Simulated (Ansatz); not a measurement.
Reaction (hydrogenolysis of a C–F bond): `NB1OC1F` + H₂ → `NB1CO1` + H–F

Gas-phase electronic energies from Ansatz, PBE0-D4/def2-TZVP geometries. CCSD(T)/CBS adds triple-zeta CCSD(T) − MP2 to the extrapolated MP2 energy (def2 sets, frozen cores). This one scheme is used for every species. DFT in def2-TZVPP. Each species was taken in one conformer, which may not be the lowest.

```tsv
level	ΔE (kJ/mol)	difference from CCSD(T)/CBS
revPBE-D4	-65.6	19.3
BLYP-D4	-64.1	20.8
B97M-V	-71.4	13.5
r2SCAN0-D4	-74.4	10.5
BHLYP-D4	-77.3	7.6
ωB97M-V	-72.0	12.9
PBE-QIDH	-82.0	2.9
r2SCAN	-67.0	17.9
r2SCANh	-70.3	14.6
BHLYP	-78.5	6.4
CAM-B3LYP	-71.1	13.8
HF/def2-SVP	-73.5	11.4
CCSD/def2-SVP	-68.2	16.7
CCSD(T)/def2-TZVPP	-81.2	3.7
HF/def2-QZVPP	-83.2	1.7
MP2/def2-QZVPP	-88.4	-3.5
CCSD(T)/CBS	-84.9	0
```

Largest T1 diagnostic among the species: 0.014.

At CCSD(T), def2-SVP lies +20.4 kJ/mol from the extrapolated value and def2-TZVPP +3.7 kJ/mol. Leaving LDA and LC-ωPBE aside and taking each functional with its dispersion term where it has one, the values spread over 17.9 kJ/mol, from PBE-QIDH to BLYP-D4. LDA lies +5.6 kJ/mol from PBE without D4. From PBE to PBE0 (25 % exact exchange), in def2-TZVPP and without D4, ΔE moves by −8.4 kJ/mol.
